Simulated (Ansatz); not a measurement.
C7H9N can be A, `N#CC1=CCCCC1`, or B, `Cc1cccnc1C`.

Calculated with Ansatz (gas phase, PBE0-D4/def2-TZVP geometries, no zero-point term in ΔE). CCSD(T)/CBS is the MP2 limit (def2-TZVPP, def2-QZVPP) plus CCSD(T) − MP2 in def2-TZVPP, frozen cores. DFT in def2-TZVPP. B3LYP here is the variant with VWN-RPA as its local correlation; programs differ in this.

(1) Which is lower in electronic energy at CCSD(T)/CBS, and by how much? (An estimate is asked.)

(2) Give E(B) − E(A) in kJ/mol with B2PLYP, r2SCAN-D4, BLYP-D4, B3LYP-D4, CCSD(T)/def2-SVP, HF/def2-TZVPP, B3LYP. (An estimate is asked.)

Largest T1 diagnostic: 0.012.

## Answers

(1) The calculation gave: B, by 51.3 kJ/mol.

(2) Computed: B2PLYP -62.9, r2SCAN-D4 -79.1, BLYP-D4 -77.0, B3LYP-D4 -75.4, CCSD(T)/def2-SVP -40.1, HF/def2-TZVPP -40.3, B3LYP -71.7. None reverses the order clearly.

Leaving LDA and LC-ωPBE aside and taking each functional with its dispersion term where it has one, the values, not all of them listed here, spread over 22.8 kJ/mol, from PBE-D4 to ωB97X-V. LDA lies −19.7 kJ/mol from PBE without D4. From PBE to PBE0 (25 % exact exchange), in def2-TZVPP and without D4, E(B) − E(A) moves by +3.0 kJ/mol.
